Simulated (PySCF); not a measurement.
Isomers of C7H8NOP.

All values: PBE0/pcSseg-1 (PySCF) at GFN2-xTB geometries, gas phase, one conformer each.

Task: Rank by dipole moment, highest first.
A. `[CH2:1]=[CH:2][c:3]1[p:4][cH:5][cH:6][n:7][c:8]1[O:9][CH3:10]` with C1–C2–C3–P4 0°, N7–C8–O9–C10 0°
B. `[CH3:1][C:2](=[O:3])[c:4]1[cH:5][p:6][cH:7][c:8]([CH3:9])[n:10]1` with C1–C2–C4–C5 180°
C. `[CH3:1][C:2](=[O:3])[c:4]1[n:5][c:6]([CH3:7])[cH:8][cH:9][p:10]1` with C1–C2–C4–N5 0°
D. `[CH3:1][CH:2]([CH3:3])[c:4]1[o:5][cH:6][c:7]([C:8]#[N:9])[p:10]1` with C1–C2–C4–O5 -123°
E. `[CH3:1][C:2](=[O:3])[c:4]1[n:5][cH:6][cH:7][p:8][c:9]1[CH3:10]` with C1–C2–C4–N5 0°
F. `[CH3:1][O:2]/[CH:3]=[P:4]/[c:5]1[cH:6][cH:7][n:8][cH:9][cH:10]1` with C1–O2–C3–P4 171°, C3–P4–C5–C6 138°

Result: D (5.42 D), C (4.42 D), F (3.73 D), B (3.45 D), E (2.43 D), A (0.88 D).

Task: Rank by the lowest IAO charge on any atom, lowest value first.
A. `[CH3:1][O:2]/[CH:3]=[P:4]/[c:5]1[cH:6][cH:7][n:8][cH:9][cH:10]1` with C1–O2–C3–P4 171°, C3–P4–C5–C6 138°
B. `[CH:1]#[C:2][P@@:3](=[O:4])([CH2:5][C:6]#[N:7])[CH2:8][CH:9]=[CH2:10]` with C2–P3–C5–C6 57°, C2–P3–C8–C9 -173°, P3–C8–C9–C10 109°
C. `[CH3:1][C:2](=[O:3])[c:4]1[cH:5][p:6][cH:7][c:8]([CH3:9])[n:10]1` with C1–C2–C4–C5 180°
D. `[CH2:1]=[CH:2][c:3]1[p:4][cH:5][cH:6][n:7][c:8]1[O:9][CH3:10]` with C1–C2–C3–P4 0°, N7–C8–O9–C10 0°
E. `[CH3:1][CH:2]([CH3:3])[c:4]1[o:5][cH:6][c:7]([C:8]#[N:9])[p:10]1` with C1–C2–C4–O5 -123°

Result: B (-0.893 e), C (-0.474 e), D (-0.429 e), E (-0.412 e), A (-0.292 e).

Task: Rank by HOMO energy, highest first.
A. `[CH3:1][C:2](=[O:3])[c:4]1[n:5][c:6]([CH3:7])[cH:8][cH:9][p:10]1` with C1–C2–C4–N5 0°
B. `[CH3:1][C:2](=[O:3])[c:4]1[n:5][cH:6][cH:7][p:8][c:9]1[CH3:10]` with C1–C2–C4–N5 0°
C. `[CH3:1][O:2]/[CH:3]=[P:4]/[c:5]1[cH:6][cH:7][n:8][cH:9][cH:10]1` with C1–O2–C3–P4 171°, C3–P4–C5–C6 138°
D. `[CH3:1][CH:2]([CH3:3])[c:4]1[o:5][cH:6][c:7]([C:8]#[N:9])[p:10]1` with C1–C2–C4–O5 -123°
E. `[CH:1]#[C:2][P@@:3](=[O:4])([CH2:5][C:6]#[N:7])[CH2:8][CH:9]=[CH2:10]` with C2–P3–C5–C6 57°, C2–P3–C8–C9 -173°, P3–C8–C9–C10 109°

Result: C (-6.51 eV), A (-6.92 eV), B (-7.11 eV), D (-7.24 eV), E (-7.86 eV).

All values together:

| SMILES | μ (D) | HOMO (eV) | LUMO (eV) | lowest IAO charge (e) | highest IAO charge (e) | lowest Hirshfeld charge (e) | highest Hirshfeld charge (e) |
| --- | --- | --- | --- | --- | --- | --- | --- |
| CO/C=P/c1ccncc1 | 3.73 | -6.51 | -1.63 | -0.292 (O) | +0.289 (P) | -0.166 (N) | +0.061 (H) |
| CC(=O)c1nccpc1C | 2.43 | -7.11 | -2.47 | -0.471 (C) | +0.409 (P) | -0.206 (O) | +0.163 (C) |
| CC(=O)c1cpcc(C)n1 | 3.45 | -7.23 | -2.44 | -0.474 (C) | +0.441 (P) | -0.224 (O) | +0.162 (C) |
| C=Cc1pccnc1OC | 0.88 | -6.58 | -2.26 | -0.429 (C) | +0.415 (P) | -0.158 (N) | +0.138 (P/C) |
| CC(=O)c1nc(C)ccp1 | 4.42 | -6.92 | -2.44 | -0.472 (C) | +0.396 (P) | -0.229 (O) | +0.148 (C) |
| C#C[P@@](=O)(CC#N)CC=C | 0.66 | -7.86 | -0.91 | -0.893 (O) | +1.564 (P) | -0.383 (O) | +0.458 (P) |
| CC(C)c1occ(C#N)p1 | 5.42 | -7.24 | -1.39 | -0.412 (C) | +0.294 (P) | -0.221 (N) | +0.083 (P) |

Conformers: `[CH3:1][O:2]/[CH:3]=[P:4]/[c:5]1[cH:6][cH:7][n:8][cH:9][cH:10]1` with C1–O2–C3–P4 171°, C3–P4–C5–C6 138°; `[CH3:1][C:2](=[O:3])[c:4]1[n:5][cH:6][cH:7][p:8][c:9]1[CH3:10]` with C1–C2–C4–N5 0°; `[CH3:1][C:2](=[O:3])[c:4]1[cH:5][p:6][cH:7][c:8]([CH3:9])[n:10]1` with C1–C2–C4–C5 180°; `[CH2:1]=[CH:2][c:3]1[p:4][cH:5][cH:6][n:7][c:8]1[O:9][CH3:10]` with C1–C2–C3–P4 0°, N7–C8–O9–C10 0°; `[CH3:1][C:2](=[O:3])[c:4]1[n:5][c:6]([CH3:7])[cH:8][cH:9][p:10]1` with C1–C2–C4–N5 0°; `[CH:1]#[C:2][P@@:3](=[O:4])([CH2:5][C:6]#[N:7])[CH2:8][CH:9]=[CH2:10]` with C2–P3–C5–C6 57°, C2–P3–C8–C9 -173°, P3–C8–C9–C10 109°; `[CH3:1][CH:2]([CH3:3])[c:4]1[o:5][cH:6][c:7]([C:8]#[N:9])[p:10]1` with C1–C2–C4–O5 -123°.
